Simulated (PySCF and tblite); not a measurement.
Results of a calculation; reference values are marked as such.
C5H5FO, numbered as in [O:1]=[CH:2]/[CH:3]=[CH:4]/[CH:5]=[CH:6]\[F:7].

Search: ETKDG and KDG, MMFF94s, GFN2-xTB, 90 starts; geometries at GFN2-xTB. Free energies are PBE0-D3(BJ)/pcSseg-1 single points with GFN2-xTB rigid-rotor and vibrational terms (modes under about 100 cm⁻¹ blended into free rotors). Symmetry numbers and mirror images are counted. Conformers within 2.5 kcal/mol (GFN2-xTB free energy) were kept, 5 at most. GIAO shieldings: PBE0/pcSseg-1. Shifts are against TMS (¹H), TMS (¹³C), CFCl3 (¹⁹F) at the same level. (PySCF 2.14, tblite 0.8.)

Torsions listed: O1–C2–C3–C4, C3–C4–C5–C6.

```json
{"conformer": "1", "shape": "180°, 180°", "symmetry": "Cs", "E(GFN2) kcal/mol": "0.00", "E(DFT) kcal/mol": "0.00"}
{"conformer": "2", "shape": "0°, 180°", "symmetry": "Cs", "E(GFN2) kcal/mol": "0.76", "E(DFT) kcal/mol": "1.41"}
{"conformer": "3", "shape": "180°, -2°", "symmetry": "Cs", "E(GFN2) kcal/mol": "2.11", "E(DFT) kcal/mol": "2.50"}
{"conformer": "4", "shape": "0°, 0°", "symmetry": "Cs", "E(GFN2) kcal/mol": "2.05", "E(DFT) kcal/mol": "3.43"}
```

(1) How much do the weights at 298.15 K and the averaged shift of H4 depend on how the conformers are weighted?

## Answers

(1) 
| weighting | 1 (%) | 2 (%) | 3 (%) | 4 (%) | δ (ppm) | rms dipole (D) |
| --- | --- | --- | --- | --- | --- | --- |
| DFT energy with thermal terms, symmetry and mirror images (full scheme) | 89 | 10 | 1 | 0 | 7.57 | 4.19 |
| DFT energy with symmetry and mirror images | 90 | 8 | 1 | 0 | 7.56 | 4.19 |
| bare DFT energy | 90 | 8 | 1 | 0 | 7.56 | 4.19 |
| GFN2-xTB energy with symmetry and mirror images | 75 | 21 | 2 | 2 | 7.63 | 4.21 |
| GFN2-xTB free energy | 72 | 24 | 2 | 2 | 7.65 | 4.21 |
| leading conformer alone | 100 | 0 | 0 | 0 | 7.52 | 4.17 |
| equal weights | 25 | 25 | 25 | 25 | 7.40 | 4.31 |
| full scheme, search stopped after three starts | 90 | 10 | 0 | 0 | 7.59 | 4.18 |

The largest departure from the full scheme, 0.18 ppm, comes with: equal weights.


Conformer gaps in pcSseg-1 on xTB geometries can be 2 kcal/mol off for S=O, P=O and other polar bonds.